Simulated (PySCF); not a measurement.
ClH2NOSi, FH2OSi, BH3O2Si (calculated)

Calculation on a computer-drawn molecule: optimised geometry and harmonic frequencies of an isolated molecule of the commonest isotopes, restricted reference for singlets and unrestricted otherwise, frozen core in MP2. Program: PySCF 2.14.0.

Common to all runs: multiplicity 1; method MP2.

(1) ClH2NOSi

Start structure:
```xyz
6
ClH2NOSi
N     -3.1516    -0.5538    -2.3081
Si    -2.5002    -0.2289    -0.8186
O     -2.2891    -1.1776     0.3109
Cl    -2.0198     1.7391    -0.7807
H     -3.4629    -1.4746    -2.5514
H     -3.2720     0.1238    -3.0340
```

Here we set charge 0 and basis cc-pV(D+d)Z.

Results for ClH2NOSi: rotational constants 7.231, 3.669, 2.434 GHz; total energy -879.6005 hartree; convergence status largest gradient component 6.353e-06 hartree/bohr.

Drawn bonds:
```csv
atom,other atom,order
1,2,1
2,3,2
2,4,1
1,5,1
1,6,1
```

Optimised structure:
```xyz
6
ClH2NOSi
N     -3.1542    -0.5528    -2.3153
Si    -2.4957    -0.2323    -0.8049
O     -2.2769    -1.2032     0.3576
Cl    -2.0271     1.7513    -0.8063
H     -3.4732    -1.4820    -2.5723
H     -3.2686     0.1471    -3.0407
```

Modes:
```csv
frequency (cm⁻¹),reduced mass (dalton)
250.8,5.117
285.3,1.567
287,5.996
333.4,3.872
462.3,1.033
543.6,11.1
811.8,1.43
910.5,5.685
1255,14.25
1543,1.144
3625,1.049
3748,1.099
```

(2) FH2OSi

Start structure:
```xyz
5
FH2OSi
O     -0.9054     1.8460    -2.4481
Si    -1.8424     0.6278    -2.3114
F     -3.3764     0.8270    -2.8968
H     -1.4359    -0.6254    -3.0470
H     -2.1494     0.1635    -0.9089
```

Settings of this run: charge -1 and basis aug-cc-pV(D+d)Z.

It finds rotational constants 28.07, 7.102, 6.063 GHz; total energy -465.0772 hartree; convergence status largest gradient component 3.866e-05 hartree/bohr.

Drawn bonds:
```csv
atom,other atom,order
1,2,1
2,3,1
2,4,1
2,5,1
```

Optimised structure:
```xyz
5
FH2OSi
O     -0.8695     1.8714    -2.4455
Si    -1.8371     0.6229    -2.3078
F     -3.4112     0.8147    -2.9039
H     -1.4373    -0.6315    -3.0519
H     -2.1544     0.1614    -0.9030
```

Modes:
```csv
frequency (cm⁻¹),reduced mass (dalton)
325.1,12.85
686.5,1.514
691.6,16.79
767.2,1.048
935.6,1.143
992.5,1.334
1073,3.392
2055,1.049
2110,1.029
```

(3) BH3O2Si

Start structure:
```xyz
7
BH3O2Si
B     -0.5013     1.4314     0.8839
Si    -0.0145    -0.0439    -0.3912
O      0.5813     0.0945    -1.7569
O     -0.3902    -1.4416     0.3367
H      0.2951     1.8364     1.6782
H     -1.5889     1.9267     0.8543
H     -0.2286    -2.2567    -0.1213
```

Settings of this run: charge 0 and basis cc-pV(D+d)Z.

Results for BH3O2Si: rotational constants 7.487, 6.28, 3.518 GHz; total energy -465.6646 hartree; convergence status largest gradient component 3.308e-05 hartree/bohr.

Drawn bonds:
```csv
atom,other atom,order
1,2,1
2,3,2
2,4,1
1,5,1
1,6,1
4,7,1
```

Optimised structure:
```xyz
7
BH3O2Si
B     -0.5027     1.4227     0.8861
Si    -0.0132    -0.0463    -0.3942
O      0.6002     0.1112    -1.7953
O     -0.4090    -1.4489     0.3774
H      0.2989     1.8384     1.6811
H     -1.5947     1.9266     0.8563
H     -0.2265    -2.2569    -0.1277
```

Modes:
```csv
frequency (cm⁻¹),reduced mass (dalton)
156.6,1.045
159.6,4.017
262.2,3.283
304.4,5.246
455.6,1.216
633.8,4.578
653.4,1.362
811.2,1.801
909.7,2.926
925.5,1.38
1198,1.276
1225,7.292
2655,1.054
2748,1.126
3841,1.066
```
